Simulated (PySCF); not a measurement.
HCl₃Si (SMILES Cl[SiH](Cl)Cl), singlet, at a GFN2-xTB geometry. Base run: MN15/STO-3G run with PySCF.

Geometry (Å):
```xyz
5

Si     0.0286    -0.0163     0.4911
Cl    -1.2416    -1.4368    -0.1488
Cl    -0.6401     1.7923    -0.0769
Cl     1.8514    -0.3383    -0.2928
H      0.1130    -0.0643     1.9384
```
Charge 0, spin multiplicity 1.
All else is at PySCF's defaults.
Base energy -1648.33593 Eh.

The base run was repeated with changes; each row names its change, and settings that it needs were set with it.

| change | ΔE vs base (mEh) | grid points | electrons on the grid |
|---|---|---|---|
| base | 0.000 | 85632 | 66.00000 |
| grids.atom_grid = (75, 302) | -0.018 | 69656 | 66.00000 |
| grids.level = 2 | 0.012 | 52536 | 66.00000 |
| grids.atom_grid = (99, 590) | 0.007 | 152856 | 66.00000 |
| grids.radi_method = gauss_chebyshev | 0.019 | 83712 | 66.00000 |
| grids.level = 7 | 0.003 | 393152 | 66.00000 |
| grids.level = 4 | 0.006 | 130696 | 66.00000 |
| grids.level = 0 | -358.0 | 7120 | 66.01607 |
| grids.becke_scheme = stratmann | 0.011 | 85632 | 66.00000 |
| grids.prune = dft.gen_grid.treutler_prune | 0.000 | 81920 | 66.00000 |
| grids.radi_method = delley | -0.002 | 88776 | 66.00000 |
